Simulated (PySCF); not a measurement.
Diatomics with 66 electrons

PBE0 in PySCF with x2c-SVPall on every atom, spin-free X2C, for the lowest determinant that a PBE0 search found; no spin–orbit coupling. All have 66 electrons, 10 of them in the valence shells, and the same state, a singlet (closed shell). For ions De leads to the atom and ion picked by measured ionisation energies and electron affinities.

```tsv
species	difference of nuclear charges	Re (Å)	ωe (cm⁻¹)	k (mdyn/Å)	De (eV)	dissociates to	Mayer bond order
GaBr	4	2.364	272	1.60	4.38	Ga + Br	1.10
SnS	34	2.218	505	3.80	4.90	Sn + S	2.35
SiTe	38	2.271	504	3.44	4.65	Si + Te	2.47
AlI	40	2.543	323	1.37	3.96	Al + I	1.13
SiI⁺	39	2.325	458	2.83	4.21	Si⁺ + I	1.86
```

Task: Which member of the whole set has the stiffest bond, and how does it compare with the softest?

Result: SnS with k = 3.80 mdyn/Å, 2.8 times that of AlI.

These are scalar-relativistic numbers at best; spin–orbit coupling would shift them, the dissociation energy most. For an ion De counts to the pair picked by the measured ionisation energies or electron affinities, which need not be the lowest pair at this level.
